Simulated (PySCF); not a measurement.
A structure optimised at B3LYP-D3(BJ)/def2-TZVP, used in a PySCF frequency run:

```xyz
2

Zn     0.0000     0.0000    -1.5361
I      0.0000     0.0000     0.8695
```
Charge +1, spin multiplicity 1.

### Question
Write its SMILES, formula and point group.

### Answer
[Zn+][I], IZn, C∞v

### Question
What are its rotational constants (standard atomic weights)?

### Answer
2.0239 GHz (linear rotor, B only)
